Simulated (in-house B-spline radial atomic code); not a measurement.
Relativistic effects in the palladium ion Pd³¹⁺, [Ne] 3s2 3p3: non-relativistic Hartree-Fock (point nucleus) against Dirac-Hartree-Fock (Fermi nucleus of rms radius 4.5318 fm), both averages of the configuration, computed with a B-spline radial code for spherical atoms.

```
orbital  ε NR (Eh)  ε Dirac (Eh)  <r> NR (bohr)  <r> Dirac (bohr)  change of <r> (%)
  1s1/2    -933.66       -960.81        0.03309           0.03183               -3.8
  2s1/2    -185.65             ?         0.1413                 ?                  ?
  2p1/2    -176.72             ?          0.121                 ?                  ?
  2p3/2    -176.72       -176.91          0.121            0.1201               -0.7
  3s1/2    -70.783       -72.744         0.3464            0.3365               -2.9
  3p1/2    -67.788       -69.526         0.3318            0.3222               -2.9
  3p3/2    -67.788       -68.104         0.3318            0.3293               -0.8
```

Question: What happens to 2p1/2?

Answer: Its energy goes to -182.95 hartree and <r> to 0.1154 bohr (-4.58 %).

Question: What happens to 2s1/2?

Answer: Its energy goes to -192.62 hartree and <r> to 0.1357 bohr (-3.96 %).

Question: What explains the pattern of contraction and expansion?

Answer: The s and p1/2 orbitals contract directly, as their density near the nucleus moves at relativistic speed. Nothing expands appreciably in this ion.

Question: By how much does the total energy change?

Answer: By -104.23 hartree, from -4213.536 to -4317.762.
